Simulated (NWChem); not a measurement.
System: CH7NOSi; SMILES NC[SiH2]O

NWChem input:

```
start job
memory heap 200 mb stack 900 mb global 1100 mb
geometry units angstroms noautosym nocenter noautoz
  N      0.121030     2.192192     0.011962
  C     -0.698562     0.980621     0.029427
  Si     0.371029    -0.578422     0.013920
  O     -0.447068    -2.033255     0.097932
  H      0.736692     2.225980     0.822935
  H      0.725194     2.212799    -0.808180
  H     -1.391067     1.001717    -0.830277
  H     -1.349528     0.995515     0.920298
  H      1.259802    -0.542573     1.212131
  H      1.225181    -0.508460    -1.221134
  H     -0.925192    -2.310156    -0.688365
end
basis spherical
  * library 6-311g**
end
dft
  xc pbe0
  iterations 150
end
tddft
  cis
  ecut -63.0
  nroots 6
  notriplet
end
task tddft energy
```

Excerpt of the output:

```
             Northwest Computational Chemistry Package (NWChem) 7.3.0
             --------------------------------------------------------

                             Geometry "geometry" -> ""
                             -------------------------

 Output coordinates in angstroms (scale by  1.889725989 to convert to a.u.)

  No.       Tag          Charge          X              Y              Z
 ---- ---------------- ---------- -------------- -------------- --------------
    1 N                    7.0000     0.12103000     2.19219200     0.01196200
    2 C                    6.0000    -0.69856200     0.98062100     0.02942700
    3 Si                  14.0000     0.37102900    -0.57842200     0.01392000
    4 O                    8.0000    -0.44706800    -2.03325500     0.09793200
    5 H                    1.0000     0.73669200     2.22598000     0.82293500
    6 H                    1.0000     0.72519400     2.21279900    -0.80818000
    7 H                    1.0000    -1.39106700     1.00171700    -0.83027700
    8 H                    1.0000    -1.34952800     0.99551500     0.92029800
    9 H                    1.0000     1.25980200    -0.54257300     1.21213100
   10 H                    1.0000     1.22518100    -0.50846000    -1.22113400
   11 H                    1.0000    -0.92519200    -2.31015600    -0.68836500

 Effective nuclear repulsion energy (a.u.)     174.2403333331

                                 NWChem DFT Module
                                 -----------------

 Summary of "ao basis" -> "ao basis" (spherical)
 ------------------------------------------------------------------------------
       Tag                 Description            Shells   Functions and Types
 ---------------- ------------------------------  ------  ---------------------
 N                          6-311g**                 8       18   4s3p1d
 C                          6-311g**                 8       18   4s3p1d
 Si                         6-311g**                12       26   6s5p1d
 O                          6-311g**                 8       18   4s3p1d
 H                          6-311g**                 4        6   3s1p

[...]

                                NWChem TDDFT Module
                                -------------------

            General Information
            -------------------
           No. of orbitals :     244
            Alpha orbitals :     122
             Beta orbitals :     122
        Alpha frozen cores :       0
         Beta frozen cores :       0
     Alpha frozen virtuals :       0
      Beta frozen virtuals :       0
         Spin multiplicity :       1
    Number of AO functions :     122
        Use of symmetry is : off
      Symmetry adaption is : off
         Schwarz screening :  0.10D-07

              XC Information
              --------------
                  PBE0 Method XC Functional
              Hartree-Fock (Exact) Exchange   0.25
   PerdewBurkeErnzerhof Exchange Functional   0.75
     Perdew 1991 LDA Correlation Functional   1.00 local
    PerdewBurkeErnz. Correlation Functional   1.00 non-local

             TDDFT Information
             -----------------
          Calculation type : Tamm-Dancoff TDDFT
         Wavefunction type : Restricted singlets
          No. of electrons :      42
           Alpha electrons :      21
            Beta electrons :      21
              No. of roots :       6
          Max subspacesize :    5200
            Max iterations :     100
               Target root :       1
           Target symmetry : none
             Energy Cutoff :-0.63D+02
      Symmetry restriction : off
                 Algorithm : Optimal
        Davidson threshold :  0.10D-03

    6 smallest eigenvalue differences (eV)
--------------------------------------------------------
  No. Spin  Occ  Vir  Irrep   E(Occ)    E(Vir)   E(Diff)
--------------------------------------------------------
    1    1    1   22 a       -66.248     0.011  1803.002
    2    1    1   23 a       -66.248     0.042  1803.849
    3    1    1   24 a       -66.248     0.081  1804.916
    4    1    1   25 a       -66.248     0.089  1805.118
    5    1    1   26 a       -66.248     0.096  1805.314
    6    1    1   27 a       -66.248     0.097  1805.340
--------------------------------------------------------

  Entering Davidson iterations
  Restricted singlet excited states

  Iter   NTrls   NConv    DeltaV     DeltaE      Time
  ----  ------  ------  ---------  ---------  ---------
    1      6       0     0.91E-01   0.10+100       32.7
    2     12       0     0.20E-01   0.70E-02       33.7
    3     18       0     0.11E-01   0.24E-03       33.7
    4     24       1     0.55E-03   0.79E-05       34.4
    5     29       6     0.42E-04   0.11E-06       31.8
  ----  ------  ------  ---------  ---------  ---------
  Convergence criterion met

  Ground state a        -461.550317639496 a.u.

  ----------------------------------------------------------------------------
  Root   1 singlet a             66.181853716 a.u.             1800.9006 eV
  ----------------------------------------------------------------------------
     Transition Moments    X -0.00393   Y -0.00620   Z -0.00026
     Dipole Oscillator Strength                    0.0023814379
     Electric Quadrupole                           0.0001520768
     Magnetic Dipole                               0.0001911094
     Total Oscillator Strength                     0.0027246241

[...]
```

Level: PBE0/6-311G** (spherical d), restricted-window TDA. Geometry: optimised at PBE0/def2-SVP. The quadrupole and magnetic terms of the printed total strengths depend on the origin.
